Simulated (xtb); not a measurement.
CH4AlO (SMILES [CH3][Al+][OH]), charge +1, singlet, geometry from GFN2-xTB (such geometries of metal compounds can be far from the true shape).

Here is a job for xtb.
```
$ xtb mol.xyz --gfn 1 --chrg 1 --etemp 5000 --json

# file mol.xyz
7

Al     0.01378599    -0.08771531     0.05941353
C     -0.23964694     1.52478693    -1.03280691
H     -0.97632662     2.17684818    -0.54640708
H     -0.60085771     1.23286648    -2.02717849
H      0.71891160     2.05116469    -1.12531413
O      0.22145958    -1.40906733     0.95442481
H      0.34525979    -2.19676333     1.48796681
```

Predict the total energy (a free energy at this electronic temperature) from xtb with GFN1-xTB.

-9.8295 Eh

Predict the partial charges in atom order from GFN1-xTB.

Al1 0.75, C2 -0.04, H3 0.13, H4 0.13, H5 0.13, O6 -0.53, H7 0.44

Predict the HOMO-LUMO gap from GFN1-xTB.

5.06 eV
